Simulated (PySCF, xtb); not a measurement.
2-bromo-1,1-difluoroethane (C2H3BrF2), SMILES FC(F)CBr. One conformer was computed; it need not be the lowest.

Harmonic wavenumbers (cm⁻¹) from GFN2-xTB in xtb at its own minimum, in rising order: 62, 175, 312, 425, 506, 685, 843, 993, 1028, 1097, 1143, 1215, 1268, 1292, 1405, 2904, 3003, 3010.

**Question.** What does PBE-D3(BJ)/def2-SVP (PySCF 2.14.0) give at its own minimum? (The exact figures need the calculation; the answer reports its results.)

**Answer.** 98, 172, 319, 444, 544, 700, 828, 986, 1069, 1114, 1171, 1193, 1330, 1366, 1389, 2986, 3036, 3116. Paired by order, the mean absolute difference is 34 cm⁻¹ and the zero-point energies are 30.5 and 31.3 kcal/mol.
